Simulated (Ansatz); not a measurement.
Ansatz (a program for electronic structure) input (B3LYP/6-31G*):

Ansatz 0.2 input:
```yaml
crystal:
  periodic: [false, false, false]
  atoms:
    - {symbol: C, position_ang: [-1.47551118, -0.01860544, 0.05622691]}
    - {symbol: C, position_ang: [0.02936205, 0.00037024, -0.00111889]}
    - {symbol: F, position_ang: [0.57532567, -0.14163920, 1.22745746]}
    - {symbol: F, position_ang: [0.50993680, -1.00035840, -0.77263229]}
    - {symbol: F, position_ang: [0.49249142, 1.16189227, -0.51494822]}
    - {symbol: H, position_ang: [-1.81359789, -0.96899820, 0.47532191]}
    - {symbol: H, position_ang: [-1.82788001, 0.80118523, 0.68628176]}
    - {symbol: H, position_ang: [-1.88141233, 0.09817216, -0.95114437]}
basis:
  gaussian:
    orbitals: 6-31G*
hamiltonian:
  xc: {name: B3LYP}
phonons: {temperatures: {t_min: 298.15, t_max: 298.15, t_step: 100}}
```

Output:

```
Functional definition: B3LYP
integrals: 0.03 GiB planned
836 factors; integrals over basis functions are off by at most 4.0e-4 eV
mean field: 0.28 GiB planned
mean field evaluation 1: about -10269.4931 eV, gradient 5.0e1 eV
mean field evaluation 2: about -10267.5102 eV, gradient 6.1e1 eV
mean field evaluation 4: about -10273.7770 eV, gradient 1.6e0 eV
mean field evaluation 8: about -10273.7930 eV, gradient 4.8e-2 eV
mean field -10273.79296944 eV, -377.5549278001 hartree, gradient 4.5e-5 eV, S^2 0.000000; 0 other end points of the search recorded, 0 dependent functions left out
the calculation of the forces begins
reference -10273.79309612 eV, -377.5549324553 hartree; 21, 21 occupied and 60, 60 virtual orbitals, 836 factors
these checks for a lower state are left out or cut short: stability, starts, cluster_reference, orbital_swaps, neighbouring_geometries, increment
integrals: 0.03 GiB planned
836 factors; integrals over basis functions are off by at most 3.9e-4 eV
mean field: 0.28 GiB planned
mean field evaluation 16: about -10273.7815 eV, gradient 1.5e-1 eV
mean field -10273.79278244 eV, -377.5549209278 hartree, gradient 1.1e-6 eV, S^2 0.000000; 0 other end points of the search recorded, 0 dependent functions left out
the calculation of the forces begins
reference -10273.79290910 eV, -377.5549255823 hartree; 21, 21 occupied and 60, 60 virtual orbitals, 836 factors
these checks for a lower state are left out or cut short: stability, starts, cluster_reference, orbital_swaps, neighbouring_geometries, increment
integrals: 0.03 GiB planned
836 factors; integrals over basis functions are off by at most 4.0e-4 eV
mean field: 0.28 GiB planned
mean field -10273.79278373 eV, -377.5549209752 hartree, gradient 1.2e-6 eV, S^2 0.000000; 0 other end points of the search recorded, 0 dependent functions left out
the calculation of the forces begins
reference -10273.79291042 eV, -377.5549256311 hartree; 21, 21 occupied and 60, 60 virtual orbitals, 836 factors
these checks for a lower state are left out or cut short: stability, starts, cluster_reference, orbital_swaps, neighbouring_geometries, increment
integrals: 0.03 GiB planned
836 factors; integrals over basis functions are off by at most 4.0e-4 eV
mean field: 0.28 GiB planned
mean field evaluation 32: about -10273.7928 eV, gradient 5.2e-5 eV
mean field -10273.79279666 eV, -377.5549214504 hartree, gradient 1.6e-6 eV, S^2 0.000000; 0 other end points of the search recorded, 0 dependent functions left out
the calculation of the forces begins
reference -10273.79292332 eV, -377.5549261051 hartree; 21, 21 occupied and 60, 60 virtual orbitals, 836 factors
these checks for a lower state are left out or cut short: stability, starts, cluster_reference, orbital_swaps, neighbouring_geometries, increment
integrals: 0.03 GiB planned
836 factors; integrals over basis functions are off by at most 4.0e-4 eV
mean field: 0.28 GiB planned
mean field -10273.79280013 eV, -377.5549215778 hartree, gradient 1.9e-6 eV, S^2 0.000000; 0 other end points of the search recorded, 0 dependent functions left out
the calculation of the forces begins
reference -10273.79292682 eV, -377.5549262335 hartree; 21, 21 occupied and 60, 60 virtual orbitals, 836 factors
these checks for a lower state are left out or cut short: stability, starts, cluster_reference, orbital_swaps, neighbouring_geometries, increment
integrals: 0.03 GiB planned
836 factors; integrals over basis functions are off by at most 4.0e-4 eV
mean field: 0.28 GiB planned
mean field -10273.79280524 eV, -377.5549217657 hartree, gradient 8.0e-7 eV, S^2 0.000000; 0 other end points of the search recorded, 0 dependent functions left out
the calculation of the forces begins
reference -10273.79293193 eV, -377.5549264213 hartree; 21, 21 occupied and 60, 60 virtual orbitals, 836 factors
these checks for a lower state are left out or cut short: stability, starts, cluster_reference, orbital_swaps, neighbouring_geometries, increment
integrals: 0.03 GiB planned
836 factors; integrals over basis functions are off by at most 4.0e-4 eV
mean field: 0.28 GiB planned
mean field -10273.79280448 eV, -377.5549217376 hartree, gradient 1.0e-6 eV, S^2 0.000000; 0 other end points of the search recorded, 0 dependent functions left out
the calculation of the forces begins
reference -10273.79293114 eV, -377.5549263924 hartree; 21, 21 occupied and 60, 60 virtual orbitals, 836 factors
these checks for a lower state are left out or cut short: stability, starts, cluster_reference, orbital_swaps, neighbouring_geometries, increment
integrals: 0.03 GiB planned
836 factors; integrals over basis functions are off by at most 4.0e-4 eV
mean field: 0.28 GiB planned
mean field -10273.79279175 eV, -377.5549212700 hartree, gradient 9.2e-7 eV, S^2 0.000000; 0 other end points of the search recorded, 0 dependent functions left out
[...]
mean field -10273.79289402 eV, -377.5549250282 hartree, gradient 2.2e-6 eV, S^2 0.000000; 0 other end points of the search recorded, 0 dependent functions left out
the calculation of the forces begins
reference -10273.79302070 eV, -377.5549296836 hartree; 21, 21 occupied and 60, 60 virtual orbitals, 836 factors
these checks for a lower state are left out or cut short: stability, starts, cluster_reference, orbital_swaps, neighbouring_geometries, increment
integrals: 0.03 GiB planned
836 factors; integrals over basis functions are off by at most 4.0e-4 eV
mean field: 0.28 GiB planned
mean field -10273.79291469 eV, -377.5549257877 hartree, gradient 1.4e-6 eV, S^2 0.000000; 0 other end points of the search recorded, 0 dependent functions left out
the calculation of the forces begins
reference -10273.79304136 eV, -377.5549304429 hartree; 21, 21 occupied and 60, 60 virtual orbitals, 836 factors
these checks for a lower state are left out or cut short: stability, starts, cluster_reference, orbital_swaps, neighbouring_geometries, increment
integrals: 0.03 GiB planned
836 factors; integrals over basis functions are off by at most 4.0e-4 eV
mean field: 0.28 GiB planned
mean field evaluation 128: about -10273.7929 eV, gradient 2.0e-6 eV
mean field -10273.79291509 eV, -377.5549258026 hartree, gradient 2.0e-6 eV, S^2 0.000000; 0 other end points of the search recorded, 0 dependent functions left out
the calculation of the forces begins
reference -10273.79304176 eV, -377.5549304578 hartree; 21, 21 occupied and 60, 60 virtual orbitals, 836 factors
these checks for a lower state are left out or cut short: stability, starts, cluster_reference, orbital_swaps, neighbouring_geometries, increment
integrals: 0.03 GiB planned
836 factors; integrals over basis functions are off by at most 4.0e-4 eV
mean field: 0.28 GiB planned
mean field -10273.79294530 eV, -377.5549269130 hartree, gradient 7.5e-7 eV, S^2 0.000000; 0 other end points of the search recorded, 0 dependent functions left out
the calculation of the forces begins
reference -10273.79307196 eV, -377.5549315676 hartree; 21, 21 occupied and 60, 60 virtual orbitals, 836 factors
these checks for a lower state are left out or cut short: stability, starts, cluster_reference, orbital_swaps, neighbouring_geometries, increment
integrals: 0.03 GiB planned
836 factors; integrals over basis functions are off by at most 4.0e-4 eV
mean field: 0.28 GiB planned
mean field -10273.79294451 eV, -377.5549268837 hartree, gradient 7.5e-7 eV, S^2 0.000000; 0 other end points of the search recorded, 0 dependent functions left out
the calculation of the forces begins
reference -10273.79307120 eV, -377.5549315395 hartree; 21, 21 occupied and 60, 60 virtual orbitals, 836 factors
these checks for a lower state are left out or cut short: stability, starts, cluster_reference, orbital_swaps, neighbouring_geometries, increment
integrals: 0.03 GiB planned
836 factors; integrals over basis functions are off by at most 4.0e-4 eV
mean field: 0.28 GiB planned
mean field -10273.79288501 eV, -377.5549246972 hartree, gradient 2.4e-6 eV, S^2 0.000000; 0 other end points of the search recorded, 0 dependent functions left out
the calculation of the forces begins
reference -10273.79301167 eV, -377.5549293518 hartree; 21, 21 occupied and 60, 60 virtual orbitals, 836 factors
these checks for a lower state are left out or cut short: stability, starts, cluster_reference, orbital_swaps, neighbouring_geometries, increment
integrals: 0.03 GiB planned
836 factors; integrals over basis functions are off by at most 4.0e-4 eV
mean field: 0.28 GiB planned
mean field -10273.79288568 eV, -377.5549247217 hartree, gradient 2.0e-6 eV, S^2 0.000000; 0 other end points of the search recorded, 0 dependent functions left out
the calculation of the forces begins
reference -10273.79301237 eV, -377.5549293774 hartree; 21, 21 occupied and 60, 60 virtual orbitals, 836 factors
these checks for a lower state are left out or cut short: stability, starts, cluster_reference, orbital_swaps, neighbouring_geometries, increment
integrals: 0.03 GiB planned
836 factors; integrals over basis functions are off by at most 4.0e-4 eV
mean field: 0.28 GiB planned
mean field -10273.79294144 eV, -377.5549267709 hartree, gradient 1.2e-6 eV, S^2 0.000000; 0 other end points of the search recorded, 0 dependent functions left out
the calculation of the forces begins
reference -10273.79306812 eV, -377.5549314265 hartree; 21, 21 occupied and 60, 60 virtual orbitals, 836 factors
these checks for a lower state are left out or cut short: stability, starts, cluster_reference, orbital_swaps, neighbouring_geometries, increment
integrals: 0.03 GiB planned
836 factors; integrals over basis functions are off by at most 4.0e-4 eV
mean field: 0.28 GiB planned
mean field evaluation 160: about -10273.7817 eV, gradient 9.9e-2 eV
mean field -10273.79294173 eV, -377.5549267815 hartree, gradient 1.2e-6 eV, S^2 0.000000; 0 other end points of the search recorded, 0 dependent functions left out
the calculation of the forces begins
reference -10273.79306839 eV, -377.5549314363 hartree; 21, 21 occupied and 60, 60 virtual orbitals, 836 factors
these checks for a lower state are left out or cut short: stability, starts, cluster_reference, orbital_swaps, neighbouring_geometries, increment
integrals: 0.03 GiB planned
836 factors; integrals over basis functions are off by at most 4.0e-4 eV
mean field: 0.28 GiB planned
mean field -10273.79287588 eV, -377.5549243617 hartree, gradient 2.4e-6 eV, S^2 0.000000; 0 other end points of the search recorded, 0 dependent functions left out
the calculation of the forces begins
reference -10273.79300259 eV, -377.5549290182 hartree; 21, 21 occupied and 60, 60 virtual orbitals, 836 factors
these checks for a lower state are left out or cut short: stability, starts, cluster_reference, orbital_swaps, neighbouring_geometries, increment
integrals: 0.03 GiB planned
836 factors; integrals over basis functions are off by at most 3.9e-4 eV
mean field: 0.28 GiB planned
mean field -10273.79287536 eV, -377.5549243424 hartree, gradient 2.5e-6 eV, S^2 0.000000; 0 other end points of the search recorded, 0 dependent functions left out
the calculation of the forces begins
reference -10273.79300199 eV, -377.5549289963 hartree; 21, 21 occupied and 60, 60 virtual orbitals, 836 factors
these checks for a lower state are left out or cut short: stability, starts, cluster_reference, orbital_swaps, neighbouring_geometries, increment
integrals: 0.03 GiB planned
836 factors; integrals over basis functions are off by at most 4.0e-4 eV
mean field: 0.28 GiB planned
mean field -10273.79294852 eV, -377.5549270312 hartree, gradient 1.1e-6 eV, S^2 0.000000; 0 other end points of the search recorded, 0 dependent functions left out
the calculation of the forces begins
reference -10273.79307521 eV, -377.5549316869 hartree; 21, 21 occupied and 60, 60 virtual orbitals, 836 factors
these checks for a lower state are left out or cut short: stability, starts, cluster_reference, orbital_swaps, neighbouring_geometries, increment
integrals: 0.03 GiB planned
836 factors; integrals over basis functions are off by at most 4.0e-4 eV
mean field: 0.28 GiB planned
mean field -10273.79294771 eV, -377.5549270015 hartree, gradient 1.1e-6 eV, S^2 0.000000; 0 other end points of the search recorded, 0 dependent functions left out
the calculation of the forces begins
reference -10273.79307437 eV, -377.5549316561 hartree; 21, 21 occupied and 60, 60 virtual orbitals, 836 factors
Total energy: -10273.79309612 eV, -377.5549324553 hartree
Atom 0 at    -1.475511    -0.018605     0.056227 Å, force    -0.001074    -0.000018     0.000076 eV/Å
Atom 1 at     0.029362     0.000370    -0.001119 Å, force     0.000338     0.000007    -0.000033 eV/Å
Atom 2 at     0.575326    -0.141639     1.227457 Å, force     0.000104    -0.000007     0.000065 eV/Å
Atom 3 at     0.509937    -1.000358    -0.772632 Å, force     0.000061    -0.000035    -0.000038 eV/Å
Atom 4 at     0.492491     1.161892    -0.514948 Å, force     0.000060     0.000044    -0.000029 eV/Å
Atom 5 at    -1.813598    -0.968998     0.475322 Å, force     0.000149    -0.000014    -0.000048 eV/Å
Atom 6 at    -1.827880     0.801185     0.686282 Å, force     0.000149     0.000027    -0.000043 eV/Å
Atom 7 at    -1.881412     0.098172    -0.951144 Å, force     0.000213    -0.000004     0.000050 eV/Å
Dipole moment:    -0.424278    -0.005349     0.016161 e Å
Vibrations: 244.27 358.88 358.99 532.23 532.28 592.64 834.19 991.99 992.21 1273.30 1273.32 1299.91 1458.93 1514.17 1514.25 3089.07 3171.84 3171.86 cm⁻¹, zero-point energy 1.438485 eV
```

The blocks after the first are displaced geometries, from whose forces the wavenumbers follow.
